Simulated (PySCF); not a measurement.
Ionisation of 2,2,3,3,4,4,4-heptafluoro-1-butanol

Parent: `OCC(F)(F)C(F)(F)C(F)(F)F` (C4H3F7O). Atom numbers as in the mapped SMILES `[OH:1][CH2:2][C:3]([F:4])([F:5])[C:6]([F:7])([F:8])[C:9]([F:10])([F:11])[F:12]`.

Level of theory: ωB97X-D3(BJ)/ma-def2-SVP single points in PySCF, grid level 2; every species was optimised with PBE0-D3(BJ)/def2-SVP. ωB97X-D3(BJ) is ωB97X-V with D3(BJ) in place of VV10. Zero-point and thermal terms (298.15 K, 1 bar) come from unscaled GFN2-xTB harmonic frequencies, with soft modes damped to free rotors in the entropy. These were taken at the GFN2-xTB minima.

Frontier levels of the parent: HOMO -11.66 eV, LUMO 1.51 eV.

Oxidation to the radical cation:
| Property | Result |
| --- | --- |
| Vertical ionisation energy (electronic) | 11.82 eV |
| Adiabatic ionisation energy (with zero-point energy) | 11.09 eV |
| Adiabatic, electronic part | 11.15 eV |
| Vertical gap at the product's structure | 10.25 eV |
| Inner reorganisation energy (four-point) | 1567 meV |
| Relaxation of product / of parent | 666 / 900 meV |
| ⟨S²⟩ of the product | 0.756 |
| Largest spin populations | O1 0.37, C3 0.22, C2 0.13 |
| Largest changes of atomic charge | O1 0.28, F4 0.12, F5 0.11 |
| Distances that move most (Å) | C2–C3 1.521 → 1.732; O1–C2 1.387 → 1.321; C3–F5 1.358 → 1.301; C3–F4 1.343 → 1.294 |
| Potential in dichloromethane | 8.78 V absolute (solvation -21 → -242 kJ/mol) |

Solvents are IEF-PCM continua (electrostatics only, gas-phase structures); absolute potentials refer to an electron at rest in vacuum.

Measured values (NIST Chemistry WebBook, evaluated or the median of agreeing entries): adiabatic ionisation energy 11.20 eV (computed 11.09, difference -0.11).

Known limits: ma-def2-SVP is a small basis, whose errors can reach tens of kJ/mol.
